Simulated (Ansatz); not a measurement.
CH5BO2Si can be A, `C[SiH]1OB1O`, or B, `O=CB(O)[SiH3]`.

Program: Ansatz. Geometries: PBE0-D4/def2-TZVP. ΔE: electronic, gas phase. CCSD(T)/CBS adds triple-zeta CCSD(T) − MP2 to the extrapolated MP2 energy (def2 sets, frozen cores). Functionals use def2-TZVPP. B3LYP here is the variant with VWN-RPA as its local correlation; programs differ in this. Each species was taken in one conformer, which may not be the lowest.

A:

```xyz
10

C     1.517   -0.434    0.837
Si   -0.233    0.165    0.657
O    -0.522    1.127   -0.764
B    -1.321    0.027   -0.880
O    -2.180   -0.354   -1.837
H     1.872   -0.902   -0.082
H     1.579   -1.170    1.644
H     2.182    0.396    1.092
H    -0.664    0.866    1.894
H    -2.230    0.280   -2.562
```

B:

```xyz
10

O     1.3670    2.1268   -0.8147
C     1.0486    0.9591   -0.8793
B    -0.0386    0.4151    0.2024
O    -0.4454    1.3790    1.0379
Si   -0.7400   -1.4787    0.3263
H     1.5070    0.3202   -1.6628
H     0.0106    2.2098    0.8063
H     0.4044   -2.4238    0.4699
H    -1.4353   -1.8275   -0.9461
H    -1.6783   -1.6800    1.4601
```

(1) Which is lower in electronic energy at CCSD(T)/CBS, and by how much? (Best estimate.)

(2) Give E(B) − E(A) in kcal/mol with B3LYP-D4, ωB97M-V, HF/def2-TZVPP, CCSD(T)/def2-TZVPP, B3LYP, B2PLYP, r2SCAN-D4. (Estimate.)

Largest T1 diagnostic: 0.016.

Answers

(1) The calculation gave: A, by 54.1 kcal/mol.

(2) The calculation gave: B3LYP-D4 51.5, ωB97M-V 55.1, HF/def2-TZVPP 47.9, CCSD(T)/def2-TZVPP 52.5, B3LYP 51.6, B2PLYP 53.3, r2SCAN-D4 56.6. None reverses the order clearly.

From PBE to PBE0 (25 % exact exchange), in def2-TZVPP and without D4, E(B) − E(A) moves by +2.1 kcal/mol. In def2-TZVPP, CCSD(T) changes the Hartree–Fock value by +4.6 kcal/mol (the triples alone add +0.0 kcal/mol) and MP2 by +9.8 kcal/mol.
